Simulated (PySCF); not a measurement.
Saddle point of SnH₅OF, singlet (SnH₄O ([OH][SnH3]) + HF → SnH₃F ([F][SnH3]) + H₂O; bonds formed: Sn1–F7, O2–H6; bonds broken: Sn1–O2, H6–F7), PBE0-D4/def2-TZVP structure:

```
atom    x (Å)    y (Å)    z (Å)
 Sn1  -0.0669  -0.7165   0.4836
  O2   0.7642   0.8605  -0.7401
  H3  -1.5377  -1.3688  -0.0625
  H4   1.1971  -1.7620  -0.0546
  H5   0.1643  -0.3544   2.1211
  H6  -0.1755   1.3651  -0.4032
  F7  -1.1572   1.2679   0.3428
  H8   0.8119   0.7084  -1.6872
```

Energies are electronic, without zero-point energy. Barriers and step energies count from the start structure reached by relaxing down the imaginary mode; all methods use the PBE0-D4 structures, on which another method's saddle can fall below an end. Program: PySCF 2.14 with density fitting (its default auxiliary sets; JK sets also for MP2 and CCSD(T)). Basis: def2-TZVPP, with def2-QZVPP for the basis limit. Cores are frozen in the correlated methods. Filled d shells of the heavier atoms are correlated. Core potentials replace the inner electrons of the atoms past krypton. The def2 sets are not built for correlating such inner shells, so the correlated values are less sure here. B3LYP uses VWN-RPA correlation. Extrapolation: Hartree–Fock as exp(−7.88 √X), correlation as X^−2.97.

```json
{"method": "SPW92", "barrier (kJ/mol)": "?", "step energy (kJ/mol)": "-12.5"}
{"method": "PBE-D4", "barrier (kJ/mol)": "30.9", "step energy (kJ/mol)": "-20.2"}
{"method": "r2SCAN-D4", "barrier (kJ/mol)": "31.2", "step energy (kJ/mol)": "-25.3"}
{"method": "PBE0-D4", "barrier (kJ/mol)": "40.6", "step energy (kJ/mol)": "-19.7"}
{"method": "B3LYP-D4", "barrier (kJ/mol)": "44.2", "step energy (kJ/mol)": "-22.4"}
{"method": "BHLYP-D4", "barrier (kJ/mol)": "52.5", "step energy (kJ/mol)": "-24.4"}
{"method": "wB97M-V", "barrier (kJ/mol)": "40.5", "step energy (kJ/mol)": "-26.1"}
{"method": "HF", "barrier (kJ/mol)": "?", "step energy (kJ/mol)": "-30.0"}
{"method": "MP2", "barrier (kJ/mol)": "?", "step energy (kJ/mol)": "-14.4"}
{"method": "CCSD", "barrier (kJ/mol)": "57.4", "step energy (kJ/mol)": "-19.3"}
{"method": "CCSD(T)", "barrier (kJ/mol)": "52.2", "step energy (kJ/mol)": "-18.0"}
```

Q: Fill in the withheld barriers. (Judge from chemistry; the value comes from the calculation.)

A: The calculation gives: HF 76.5; SPW92 12.5; MP2 51.7 kJ/mol. Each is the energy of the saddle less that of the start structure, by the same method.

For comparison, the barrier by CCSD(T) at an estimated basis limit (MP2 extrapolated from triple and quadruple zeta, plus CCSD(T) − MP2 in triple zeta) is 46.2 kJ/mol.

T1 diagnostic: at most 0.014.

Steps of this kind, hydrogen fluoride cutting a network bond, underlie vapour etching and the fluorination step of atomic layer etching.

Labels in which every atom is bracketed show which atoms are joined, not bond orders.

For scale, one of the runs: CCSD(T)/def2-TZVPP, 182 basis functions, launched by `OMP_NUM_THREADS=4 python run.py`. The run took 6.9 min on 4 CPU threads of an Arm Neoverse V2 (shared host), with 2.6 GiB of host memory at its peak.
